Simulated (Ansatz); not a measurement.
Input file for Ansatz (a first-principles code): R-CCSD(T)/cc-pVTZ on CH6Ge (SMILES [CH3][GeH3]), atoms moved off the minimum. The run froze 15 orbitals, filled d shells among them.

Ansatz 0.2 input:
```yaml
crystal:
  periodic: [false, false, false]
  atoms:
    - {symbol: Ge, position_ang: [-0.26523369, 0.16502340, 0.04284238]}
    - {symbol: C, position_ang: [1.53613265, -0.17599718, 0.06457291]}
    - {symbol: H, position_ang: [-1.09174095, -0.83718799, -1.04863850]}
    - {symbol: H, position_ang: [-0.62132355, 1.51197111, -0.28432938]}
    - {symbol: H, position_ang: [-0.99576103, -0.22641155, 1.35409988]}
    - {symbol: H, position_ang: [1.76878092, -1.24009548, 0.30791312]}
    - {symbol: H, position_ang: [1.92299504, 0.29569491, 0.83876068]}
    - {symbol: H, position_ang: [2.01933175, 0.06959277, -0.84398671]}
basis:
  gaussian:
    orbitals: cc-pVTZ
magnetization: {spin_polarized: false}
correlation: {method: ccsd_t, electrons: outside_noble_gas}
scf: {lower_state_search: off}
output: {forces: true}
```

Output:

```
WARN ansatz: RAYON_NUM_THREADS=1 ignored (pool sized by the plan → 1); use --threads N
Functional definition: HF
these checks for a lower state are left out or cut short: starts, cluster_reference, orbital_swaps, neighbouring_geometries, increment
integrals: 0.40 GiB planned
890 factors; integrals over basis functions are off by at most 1.1e-3 eV
mean field: 0.40 GiB planned
mean field evaluation 1: about -57597.8452 eV, gradient 2.6e1 eV
mean field evaluation 2: about -57597.8884 eV, gradient 2.6e1 eV
mean field evaluation 4: about -57599.5927 eV, gradient 2.3e0 eV
mean field evaluation 8: about -57599.6144 eV, gradient 1.1e-1 eV
mean field -57599.61446481 eV, -2116.7467891609 hartree, gradient 9.2e-6 eV, S^2 0.000000; 0 other end points of the search recorded, 0 dependent functions left out
15 core orbitals not correlated
reference -57599.61446481 eV, -2116.7467891609 hartree; 7, 7 occupied and 135, 135 virtual orbitals, 890 factors
too little memory for Intel AMX tiles; the run may be slower
densities: 1.53 GiB planned
second order -8.54205590 eV of doubles, -0.00000000 eV of singles
coupled cluster: 0.89 GiB planned
cycle   1  -9.26187378 eV  change   -7.2e-1 eV  update   6.4e-2
cycle   2  -9.54941655 eV  change   -2.9e-1 eV  update   2.0e-2
cycle   3  -9.57120912 eV  change   -2.2e-2 eV  update   5.8e-3
cycle   4  -9.56923369 eV  change    2.0e-3 eV  update   1.8e-3
cycle   5  -9.56891156 eV  change    3.2e-4 eV  update   4.5e-4
cycle   6  -9.56884068 eV  change    7.1e-5 eV  update   1.3e-4
cycle   7  -9.56884666 eV  change   -6.0e-6 eV  update   3.8e-5
cycle   8  -9.56885343 eV  change   -6.8e-6 eV  update   1.1e-5
perturbative correction -0.29725186 eV, -0.0109238045 hartree
the calculation of the forces begins
Total energy: -57609.48057011 eV, -2117.1093618432 hartree
Atom 0 at    -0.265234     0.165023     0.042842 Å, force    -3.654170    -3.201974    -0.722329 eV/Å
Atom 1 at     1.536133    -0.175997     0.064573 Å, force     0.540005    -3.924117    -1.891331 eV/Å
Atom 2 at    -1.091741    -0.837188    -1.048639 Å, force     0.957303     1.061534     0.923780 eV/Å
Atom 3 at    -0.621324     1.511971    -0.284329 Å, force    -0.465628     2.362386    -0.562671 eV/Å
Atom 4 at    -0.995761    -0.226412     1.354100 Å, force     0.245658     0.119574     0.141084 eV/Å
Atom 5 at     1.768781    -1.240095     0.307913 Å, force    -0.397379     0.517460    -0.486657 eV/Å
Atom 6 at     1.922995     0.295695     0.838761 Å, force     2.176805     2.713663     3.464675 eV/Å
Atom 7 at     2.019332     0.069593    -0.843987 Å, force     0.597405     0.351475    -0.866550 eV/Å
Dipole moment:     0.286763     0.071631     0.056098 e Å
Checks for a lower state left out: starts, cluster_reference, orbital_swaps, neighbouring_geometries, increment
```

Self-consistency was reached.

Cost: roughly 90 core-seconds.
